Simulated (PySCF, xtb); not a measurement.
C₂HF₅, SMILES FC(F)(C(F)F)F.

Harmonic wavenumbers (cm⁻¹) from GFN2-xTB run with xtb at its own minimum, in rising order: 44, 169, 209, 335, 380, 460, 523, 525, 648, 813, 1083, 1084, 1095, 1107, 1181, 1243, 1253, 2911.

### Question
What does ωB97X-D3(BJ)/def2-SVP (PySCF 2.14.0) give at its own minimum? (Estimate from the structure and the level; the computed values follow.)

### Answer
68, 212, 246, 369, 423, 531, 591, 596, 740, 895, 1185, 1207, 1249, 1288, 1356, 1409, 1498, 3132. Paired by order, the mean absolute difference is 107 cm⁻¹ and the zero-point energies are 21.5 and 24.3 kcal/mol.
